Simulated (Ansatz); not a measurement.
This triplet is an excited state, 1.68 eV above the relaxed singlet at the level composite: frozen-core CCSD(T) with HF/cc-pVQZ and the correlation energy extrapolated as X^-3 from cc-pVTZ and cc-pVQZ, plus CCSDT(Q) minus CCSD(T) in cc-pVDZ // PBE0-D3(BJ)/def2-TZVP (Ansatz, a quantum-chemistry and plane-wave program).

The numbers are results of PBE0-D3(BJ)/def2-TZVP (Ansatz), not measurements. No frequencies were computed at this level.

Ansatz 0.2 input:
```yaml
crystal:
  periodic: [false, false, false]
  atoms:
    - { symbol: F, position_ang: [1.304833, -0.260062, -0.000004] }
    - { symbol: Si, position_ang: [-0.099405, 0.591978, -0.000001] }
    - { symbol: H, position_ang: [-1.205428, -0.331916, 0.000005] }
basis:
  gaussian: { orbitals: def2-tzvp }
hamiltonian:
  xc: pbe0
  dispersion: d3bj
relax:
  max_steps: 150
magnetization:
  spin_polarized: true
  initial_magnetization: 2
```

Output:

```
Functional definition: PBE0
468 factors; their error is unknown
mean field evaluation 1: about -10602.9579 eV, gradient 2.1e1 eV
mean field evaluation 2: about -10599.9075 eV, gradient 3.9e1 eV
mean field evaluation 4: about -10604.4618 eV, gradient 6.3e-1 eV
mean field evaluation 8: about -10604.5116 eV, gradient 1.1e-1 eV
mean field evaluation 16: about -10604.5116 eV, gradient 7.4e-5 eV
mean field -10604.51164850 eV, -389.7086150863 hartree, gradient 7.4e-5 eV, S^2 2.002426; 0 other end points of the search recorded, 0 dependent functions left out
reference -10604.51167381 eV, -389.7086160165 hartree; 13, 11 occupied and 61, 63 virtual orbitals, 468 factors
relax step   1: F+E_penalty+E_count = -10604.53371848 eV  Δ(F+E_penalty+E_count) = +0.000e0 eV  max|allowed force component| = 1.637e0 eV/Å  Δτ_max = 0.0000 Å  (26 SCF iters, accepted)
these checks for a lower state are left out or cut short: starts, cluster_reference, orbital_swaps, neighbouring_geometries, increment
468 factors; their error is unknown
mean field -10604.55438571 eV, -389.7101856497 hartree, gradient 1.6e-5 eV, S^2 2.002526; 0 other end points of the search recorded, 0 dependent functions left out
reference -10604.55441090 eV, -389.7101865752 hartree; 13, 11 occupied and 61, 63 virtual orbitals, 468 factors
relax step   2: F+E_penalty+E_count = -10604.57642476 eV  Δ(F+E_penalty+E_count) = -4.271e-2 eV  max|allowed force component| = 8.532e-1 eV/Å  Δτ_max = 0.0395 Å  (30 SCF iters, accepted)
these checks for a lower state are left out or cut short: starts, cluster_reference, orbital_swaps, neighbouring_geometries, increment
468 factors; their error is unknown
mean field evaluation 32: about -10604.5676 eV, gradient 1.7e-5 eV
mean field -10604.56761837 eV, -389.7106719409 hartree, gradient 1.7e-5 eV, S^2 2.002568; 0 other end points of the search recorded, 0 dependent functions left out
reference -10604.56764355 eV, -389.7106728663 hartree; 13, 11 occupied and 61, 63 virtual orbitals, 468 factors
relax step   3: F+E_penalty+E_count = -10604.58964753 eV  Δ(F+E_penalty+E_count) = -1.322e-2 eV  max|allowed force component| = 5.388e-2 eV/Å  Δτ_max = 0.0240 Å  (30 SCF iters, accepted)
these checks for a lower state are left out or cut short: starts, cluster_reference, orbital_swaps, neighbouring_geometries, increment
468 factors; their error is unknown
mean field -10604.56767732 eV, -389.7106741073 hartree, gradient 2.4e-5 eV, S^2 2.002570; 0 other end points of the search recorded, 0 dependent functions left out
reference -10604.56770249 eV, -389.7106750324 hartree; 13, 11 occupied and 61, 63 virtual orbitals, 468 factors
relax step   4: F+E_penalty+E_count = -10604.58970640 eV  Δ(F+E_penalty+E_count) = -5.888e-5 eV  max|allowed force component| = 2.166e-3 eV/Å  Δτ_max = 0.0014 Å  (23 SCF iters, accepted)
468 factors; their error is unknown
mean field -10604.56767732 eV, -389.7106741073 hartree, gradient 2.4e-5 eV, S^2 2.002570; 1 other end points of the search recorded, 0 dependent functions left out
reference -10604.56770249 eV, -389.7106750324 hartree; 13, 11 occupied and 61, 63 virtual orbitals, 468 factors
Total energy: -10604.58973158 eV, -389.7114845864 hartree
Atom 0 at     1.331947    -0.232088    -0.000004 Å, force    -0.002166     0.000860     0.000000 eV/Å
Atom 1 at    -0.065441     0.559715    -0.000001 Å, force     0.002118    -0.000468    -0.000000 eV/Å
Atom 2 at    -1.266506    -0.327627     0.000005 Å, force     0.000048    -0.000392     0.000000 eV/Å
Dipole moment:    -0.219682     0.115075     0.000001 e Å
```

Cost: about 4 core-seconds (a rough figure).
